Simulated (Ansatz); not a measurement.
Ni3⁻, relaxed as a sextet with UKS PBE0-D4/def2-TZVPD in Ansatz, starting from the PBE0-D4/def2-TZVPD geometry of the charge -1 doublet. Force threshold 0.02 eV/Å.

The highest occupied level of the charge -1 sextet lies above zero (up to 0.06 eV). It is a level of α spin, whose loss leaves a quintet; that state wasn't run at this geometry and level. The electron is either unbound and held by the finite basis, or the level is raised by self-interaction error. The relaxation made no stability test and no search for a lower SCF solution. The structure comes from a short search, and lower isomers may exist.

Start:

```xyz
3

Ni   -1.186   -0.006    0.750
Ni   -0.037   -0.280   -1.374
Ni    1.223    0.286    0.625
```

| step | energy (eV) | largest force component (eV/Å) | SCF passes |
| --- | --- | --- | --- |
| 1 | -123111.8218 | 0.102 | 437 |
| 2 | -123111.8228 | 0.054 | 72 |
| 3 | -123111.8233 | 0.000 | 83 |

Force components are those of the run's own axes.

End:

Cartesian coordinates in Å:
```
Ni -1.194 -0.006 0.755
Ni -0.037 -0.282 -1.384
Ni 1.231 0.288 0.629
```

By distances, no bond broke or formed. The bond that changes most is Ni2–Ni3, from 2.43 to 2.45 Å (atoms count from 1).

No frequencies were taken in this run, so the end may be a saddle point.

Hardware: 4 threads of Arm Neoverse V2 on a shared host. Wall time 34 s, peak host memory 0.84 GiB.
